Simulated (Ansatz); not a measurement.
Ag₈Te₄⁺. The state is a doublet with charge 1. Geometry PBE-D4/def2-SVP; atoms count from 1.

```csv
atom,x (Å),y (Å),z (Å)
Ag1,1.7616,-0.4563,-0.8886
Ag2,2.6938,-1.1383,1.7875
Ag3,-0.2169,-1.2014,1.6189
Ag4,-0.8435,2.7291,0.1456
Ag5,1.2367,1.2956,1.3631
Ag6,-0.7000,-2.0592,-1.1632
Ag7,-0.6005,0.8959,-2.0852
Ag8,-2.3300,0.2423,0.1052
Te9,1.6102,2.2984,-1.2509
Te10,-1.3498,1.1846,2.4934
Te11,1.4559,-3.0018,0.2596
Te12,-2.7176,-0.7889,-2.3852
```

In the def2 sets Ag, Te take a core potential; there is no spin–orbit coupling. Single mean-field runs in def2-TZVP are fitted with def2-universal-jkfit. The structure comes from a short search, and lower isomers may exist.

**Question.** Estimate the Mulliken populations from the PBE0/def2-TZVP orbitals of Ansatz.

**Answer.** 
```tsv
atom	charge (e)	spin (α − β)	d electrons
Ag1	0.44	0.00	9.83
Ag2	0.18	0.00	9.90
Ag3	0.44	0.00	9.83
Ag4	0.27	0.01	9.88
Ag5	0.18	0.01	9.86
Ag6	-0.06	0.00	9.83
Ag7	0.21	0.03	9.82
Ag8	0.22	0.03	9.82
Te9	-0.25	0.22	–
Te10	-0.25	0.22	–
Te11	-0.23	0.02	–
Te12	-0.16	0.48	–
```
Mulliken values depend strongly on the basis.

**Question.** Where does the spin sit?

**Answer.** Summed by element: Ag 0.07, Te 0.93, of 1 unpaired in all. Largest on single atoms: Te12 0.48, Te9 0.22, Te10 0.22.

**Question.** And the Mayer bond orders between heavy atoms (over 0.3)?

**Answer.** Ag1–Te9 0.52 (2.78 Å); Ag1–Te11 0.38 (2.81 Å); Ag2–Te11 0.76 (2.71 Å); Ag3–Te10 0.52 (2.78 Å); Ag3–Te11 0.38 (2.81 Å); Ag4–Te9 0.47 (2.86 Å); Ag4–Te10 0.47 (2.86 Å); Ag5–Te9 0.47 (2.82 Å); Ag5–Te10 0.47 (2.82 Å); Ag6–Te11 0.66 (2.75 Å); Ag6–Te12 0.69 (2.68 Å); Ag7–Te9 0.62 (2.75 Å); Ag7–Te12 0.55 (2.72 Å); Ag8–Te10 0.62 (2.75 Å); Ag8–Te12 0.55 (2.72 Å).
